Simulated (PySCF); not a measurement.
One of the candidates below gave these computed data.

All candidates are C6H10O2S.

| technique | computed result |
| --- | --- |
| 13C NMR | chemical shifts (computed TMS as zero) by class: 135.5 (2 C), 132.4 (2 C), 65.5 (2 C) ppm [GIAO PBE0/pcSseg-1] |
| Dipole | 4.36 D [PBE0/pcSseg-1] |
| NMR, other nuclei | isotropic shieldings of nuclei other than C and H, by class: 121 (2 O), 197 (1 S) ppm [GIAO PBE0/pcSseg-1] |
| Rotational structure | rotational constants A, B, C: 2.211, 0.974, 0.819 GHz [GFN2-xTB] |
| 1H NMR | chemical shifts (computed TMS as zero) by class: 6.36 (2 H), 5.85 (2 H), 5.71 (2 H), 3.55 (4 H) ppm [GIAO PBE0/pcSseg-1] |

Electronic properties: PySCF, gas phase, density fitting. Levels stand in brackets. The structure is a single GFN2-xTB conformer in the gas phase; no vibrational or solvent corrections. NMR values are class means; diastereotopic atoms form classes of their own.

Question: Which candidate is it?
A. `CC[C@@H]1C=CS(=O)(=O)C1`
B. `C=CCS(=O)(=O)CC=C`
C. `O=C[C@H]1CC[S@@](=O)CC1`

Answer: B. It is `C=CCS(=O)(=O)CC=C`. Numbering: `[CH2:1]=[CH:2][CH2:3][S:4](=[O:5])(=[O:6])[CH2:7][CH:8]=[CH2:9]`. 6 carbons fall into 3 classes; from least to most shielded: alkene CH carbon [C2/C8] (135.5 ppm, 2 C, up to 8.1 ppm apart in this geometry), terminal =CH2 carbon [C1/C9] (132.4 ppm, 2 C, up to 4.8 ppm apart in this geometry), sp3 carbon bound to sulfur [C3/C7] (65.5 ppm, 2 C, up to 7.9 ppm apart in this geometry). Hydrogen classes from least to most shielded: 2 H on 2 alkene CH carbons, C2/C8 (6.36 ppm), 2 H on 2 terminal =CH2 carbons, C1/C9 (5.85 ppm), 2 H on 2 terminal =CH2 carbons, C1/C9 (5.71 ppm), 4 H on 2 like atoms (sp3 carbon bound to sulfur), C3/C7 (3.55 ppm, a mean of values up to 1.6 ppm apart in this geometry). The other shieldings belong to: 121 ppm, sulfonyl oxygen [O5/O6]; 197 ppm, sulfonyl sulfur [S4]. The optimised geometry has point group C1 and is an asymmetric top.

The others, at the same levels:
- `O=C[C@H]1CC[S@@](=O)CC1` fails: it has 4 carbon classes against 3; its computed 13C shifts are 207.6 (1 C), 54.3 (2 C), 53.8 (1 C), 17.7 (2 C) ppm, 1H shifts are 9.94 (1 H), 2.84 (2 H), 2.51 (2 H), 2.12 (2 H), 1.91 (2 H), 1.64 (1 H) ppm and rotational constant A is 2.824 GHz (against 2.211 GHz).
- `CC[C@@H]1C=CS(=O)(=O)C1` fails: it has 6 carbon classes against 3; its computed 13C shifts are 146.6 (1 C), 144.3 (1 C), 60.4 (1 C), 42.1 (1 C), 30.6 (1 C), 10.1 (1 C) ppm, 1H shifts are 6.83 (1 H), 6.36 (1 H), 3.17 (1 H), 3.10 (1 H), 2.61 (1 H), 1.66 (1 H), 1.52 (1 H), 1.03 (3 H) ppm and rotational constant A is 2.572 GHz (against 2.211 GHz).

Each candidate is one conformer, not necessarily the lowest. The conformers computed, where there is a choice (atom-mapped SMILES and torsion angles):
- `[CH2:1]=[CH:2][CH2:3][S:4](=[O:5])(=[O:6])[CH2:7][CH:8]=[CH2:9]`: C1–C2–C3–S4 -111°, C2–C3–S4–O5 175°, C3–S4–C7–C8 -179°, S4–C7–C8–C9 -106°

The conformers of `O=C[C@H]1CC[S@@](=O)CC1` and `CC[C@@H]1C=CS(=O)(=O)C1` aren't listed.
